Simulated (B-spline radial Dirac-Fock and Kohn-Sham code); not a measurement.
# Anomalous scattering factors of Zr, 6.9303 keV to 60.2 keV

Calculated with a radial finite-basis atomic code, using the dispersion relation over Dirac-Hartree-Slater subshell photoionisation cross sections, with the Kissel-Pratt high-energy constant (isolated atom, no bound-bound lines or fine structure). The forward scattering factor is f₀ + f′ + i f″.

Edges near this range: K 17998.0 eV.

```tsv
hν (eV)	λ (Å)	f′ (e)	f″ (e)	tabulated f′	tabulated f″
6930.3	1.789	-0.006	2.958	-0.01	2.85
7216	1.718	-0.049	2.760	-0.05	2.67
8047.8	1.541	-0.181	2.287	-0.19	2.22
9251.7	1.340	-0.378	1.793	-0.38	1.76
9775	1.268	-0.463	1.627	-0.47	1.59
10950	1.132	-0.654	1.330	-0.66	1.29
12000	1.033	-0.828	1.129	-0.83	1.08
14430	0.8592	-1.302	0.810	-1.31	0.77
15000	0.8266	-1.449	0.755	-1.45	0.72
17479.3	0.7093	-2.959	0.571	-3.08	0.54
22030	0.5628	-0.533	2.667	-0.54	2.64
22162.9	0.5594	-0.503	2.641	-0.51	2.61
23480	0.5280	-0.273	2.400	-0.27	2.38
23730	0.5225	?	?	?	?
24209.8	0.5121	-0.179	2.281	-0.18	2.27
25120	0.4936	-0.087	2.144	-0.09	2.13
28580	0.4338	0.120	1.721	0.12	1.71
30000	0.4133	0.164	1.583	0.16	1.57
40000	0.3100	0.240	0.951	0.23	0.94
48290	0.2567	0.206	0.674	0.20	0.66
60200	0.2060	0.141	0.447	0.13	0.44
```

Problem. What are f′ and f″ at 23730 eV?

Solution. f′ = -0.239 and f″ = 2.358 electrons (tables: -0.24 and 2.34). By the optical theorem f″ corresponds to a photoabsorption cross section 2 rₑ λ f″ = 6940 b.

Tabulated f′: xraylib 4.2 anomalous scattering factors (Cullen et al., EPDL97); f″: Chantler's tables (J. Phys. Chem. Ref. Data 1995 and 2000). Both are theoretical tables.
